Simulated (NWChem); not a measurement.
diphosphane (P₂H₄); SMILES PP

Program: NWChem. Medium grid unless said otherwise, to which SCAN and Minnesota functionals are sensitive. Geometry: optimised at PBE0-D3(BJ)/def2-TZVP. B3LYP is NWChem's, with the RPA form of VWN correlation.

Order these by “highest occupied level (eV)”, lowest first: M06/def2-TZVP; PW91/def2-TZVP; B3LYP/def2-TZVP; OLYP/def2-TZVP.

M06/def2-TZVP (-6.82), B3LYP/def2-TZVP (-6.69), PW91/def2-TZVP (-5.87), OLYP/def2-TZVP (-5.68)
